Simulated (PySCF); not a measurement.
Input for PySCF: R-HF/3-21G on CHN (SMILES C#N).

```python
from pyscf import gto, scf, dft, mp
from pyscf.data.elements import chemcore

mol = gto.M(
    atom='''
    C     0.31092880    1.14180635    3.10604099
    N     0.20450529    0.51457408    2.15693987
    H     0.41038558    1.72779514    3.99264252
    ''',
    basis='3-21g',
    charge=0, spin=0, verbose=3, max_memory=1800)
mf = scf.RHF(mol)
mf.conv_tol = 1e-8
mf.max_cycle = 100
mf.kernel()
if not mf.converged:
    mf = mf.newton().run(mf.mo_coeff, mf.mo_occ)
```

The log:

```
converged SCF energy = -92.3537762128031
```

Self-consistency was reached.

Cost: very roughly 0.04 core-seconds.
